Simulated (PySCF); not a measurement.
**Whose spectrum? (photoresist piece)**

All values: TDA PBE0/6-31G*, gas phase, PySCF SCF with an in-house response code, fitting set def2-universal-JFIT up to Ne and JKFIT beyond, grid level 1 (kernel 0), vertical, one conformer each, geometries GFN2-xTB; core orbitals frozen in the response, virtual orbitals above 1.5 Eh left out. The lowest 6 singlets were sought, and the brightest is taken among them. The runs took 2 to 20 CPU minutes each on shared server CPUs.

Some members have dark charge-transfer states, which this functional places too low.

One system has its HOMO at -6.12 eV, its LUMO at -0.03 eV and these singlet states:

| state | eV | f |
| --- | --- | --- |
| S1 | 5.32 | 0.017 |
| S2 | 5.35 | 0.010 |
| S3 | 5.47 | 0.013 |
| S4 | 5.49 | 0.001 |
| S5 | 5.58 | 0.019 |
| S6 | 5.74 | 0.095 |

**Question.** Which is it?
A. CC[C@H](C[C@@H](C[C@H](C[C@@H](C)c1ccc([Si](C)(C)C)cc1)c1ccc([Si](C)(C)C)cc1)c1ccc([Si](C)(C)C)cc1)c1ccc([Si](C)(C)C)cc1 (C46H70Si4)
B. CC[C@H](C[C@@H](C[C@@H](C)c1ccc([Si](C)(C)C)cc1)c1ccc([Si](C)(C)C)cc1)c1ccc([Si](C)(C)C)cc1 (C35H54Si3)
C. CC[C@@H](C[C@@H](C)c1ccc([Si](C)(C)C)cc1)c1ccc([Si](C)(C)C)cc1 (C24H38Si2)

**Answer.** B.

**Question.** How do the candidates compare?

**Answer.** 
| system | HOMO / eV | LUMO / eV | S1 / eV | f(S1) | brightest state sought / eV |
| --- | --- | --- | --- | --- | --- |
| CC[C@@H](C[C@@H](C)c1ccc([Si](C)(C)C)cc1)c1ccc([Si](C)(C)C)cc1 | -6.51 | 0.01 | 5.49 | 0.001 | 6.12 |
| CC[C@H](C[C@@H](C[C@@H](C)c1ccc([Si](C)(C)C)cc1)c1ccc([Si](C)(C)C)cc1)c1ccc([Si](C)(C)C)cc1 | -6.12 | -0.03 | 5.32 | 0.017 | 5.74 |
| CC[C@H](C[C@@H](C[C@H](C[C@@H](C)c1ccc([Si](C)(C)C)cc1)c1ccc([Si](C)(C)C)cc1)c1ccc([Si](C)(C)C)cc1)c1ccc([Si](C)(C)C)cc1 | -6.43 | -0.10 | 5.44 | 0.002 | 5.80 |
